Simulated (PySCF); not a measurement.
Zr(F)3(Me) (CH₃F₃Zr), SMILES [CH3][Zr]([F])([F])[F], multiplicity 1.

The structure is a stationary point at r2SCAN-D4/def2-SVP. The multiplicity is an assumed one; no other spin state was optimised. The structure was generated by enumeration; whether it is a known compound was not checked. The def2 effective core potentials stand for the cores of Zr; spin–orbit coupling is left out.

Calculation: CAM-B3LYP/def2-TZVP in PySCF.

```
Property                                                                                                       Result
---------------------------------------------------------------------------------------------  ----------------------
total energy                                                                                       -386.78304 hartree
point group                                                                                                       C3v
highest occupied level                                                                                       -9.84 eV
lowest empty level                                                                                           -0.17 eV
orbital gap                                                                                                   9.67 eV
dipole moment                                                                                               0.218 e·Å
quadrupole, principal values (traceless, Buckingham form, about the centre of nuclear charge)  -2.50, -2.50, 5.01 D·Å
mean static polarisability                                                                       47.7 bohr³ (7.07 Å³)
polarisability, principal values                                                               43.1, 43.1, 56.9 bohr³
```
